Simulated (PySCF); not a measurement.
C5H14Si2.
SMILES with atom numbers: `[CH3:1][CH:2]([CH3:3])[SiH2:4]/[CH:5]=[CH:6]/[SiH3:7]` (hydrogens: H8, H9, H10 on C1; H11 on C2; H12, H13, H14 on C3; H15, H16 on Si4; H17 on C5; H18 on C6; H19, H20, H21 on Si7)

The same species was optimised twice, with GFN2-xTB and with PBE0-D3(BJ)/def2-SVP (PySCF), and the same property calculations (PySCF, gas phase) were run on both structures.

```
      coordinate  GFN2-xTB  PBE0-D3(BJ)/def2-SVP  change
      C2–Si4 (Å)     1.914                 1.897  -0.017
       C5=C6 (Å)     1.332                 1.346  +0.014
      C6–Si7 (Å)     1.881                 1.873  -0.008
      Si4–C5 (Å)     1.882                 1.877  -0.005
       C2–C3 (Å)     1.526                 1.528  +0.002
       C1–C2 (Å)     1.527                 1.528  +0.001
   C2–Si4–C5 (°)     108.0                 111.1    +3.1
    C1–C2–C3 (°)     110.2                 112.0    +1.8
   Si4–C5–C6 (°)     125.8                 124.3    -1.5
   C5–C6–Si7 (°)     125.4                 124.0    -1.4
   C3–C2–Si4 (°)     111.3                 111.1    -0.2
   C1–C2–Si4 (°)     111.5                 111.3    -0.2
C1–C2–Si4–C5 (°)       -58                   -57      +1
C2–Si4–C5–C6 (°)       121                   117      -4
```

Rotational constants: A = 4274, B = 620.7, C = 569.7 MHz (GFN2-xTB) against A = 4321, B = 617.8, C = 568.5 MHz (PBE0-D3(BJ)/def2-SVP). Point groups within 0.08 Å: C1 and C1.

On the GFN2-xTB structure: HOMO (eV) -7.69 [PBE0/pcSseg-1]; LUMO (eV) -0.70 [PBE0/pcSseg-1]; dipole (D) 0.61 [PBE0/pcSseg-1]; GIAO shielding of C1/C3 (mean) (ppm) 165.6 [PBE0/pcSseg-1]; GIAO shielding of C2 (ppm) 170.4 [PBE0/pcSseg-1]; GIAO shielding of Si4 (ppm) 377.2 [PBE0/pcSseg-1]; GIAO shielding of C5 (ppm) 27.0 [PBE0/pcSseg-1]; GIAO shielding of C6 (ppm) 33.1 [PBE0/pcSseg-1]; GIAO shielding of Si7 (ppm) 420.4 [PBE0/pcSseg-1].

Q: What do these properties become on the PBE0-D3(BJ)/def2-SVP structure?

A: 
```
                                    property          level  on GFN2-xTB  on PBE0-D3(BJ)/def2-SVP  change
                                   HOMO (eV)  PBE0/pcSseg-1        -7.69                    -7.72   -0.03
                                   LUMO (eV)  PBE0/pcSseg-1        -0.70                    -0.88   -0.18
                                  dipole (D)  PBE0/pcSseg-1         0.61                     0.84   +0.23
energy, GFN2-xTB geometry as zero (kcal/mol)  PBE0/pcSseg-1          0.0                     -1.6    -1.6
        GIAO shielding of C1/C3 (mean) (ppm)  PBE0/pcSseg-1        165.6                    164.5    -1.1
                  GIAO shielding of C2 (ppm)  PBE0/pcSseg-1        170.4                    170.8    +0.4
                 GIAO shielding of Si4 (ppm)  PBE0/pcSseg-1        377.2                    372.3    -4.9
                  GIAO shielding of C5 (ppm)  PBE0/pcSseg-1         27.0                     23.1    -3.9
                  GIAO shielding of C6 (ppm)  PBE0/pcSseg-1         33.1                     29.3    -3.8
                 GIAO shielding of Si7 (ppm)  PBE0/pcSseg-1        420.4                    416.9    -3.5
```

The heavy atoms differ by 0.035 Å rms after alignment. Among bonds between heavy atoms C2–Si4 changes most (-0.017 Å). Changes are differences of the printed values. Neither structure is proved a minimum here.

The values belong to the conformer `[CH3:1][CH:2]([CH3:3])[SiH2:4]/[CH:5]=[CH:6]/[SiH3:7]`: C1–C2–Si4–C5 -57°, C2–Si4–C5–C6 117°.
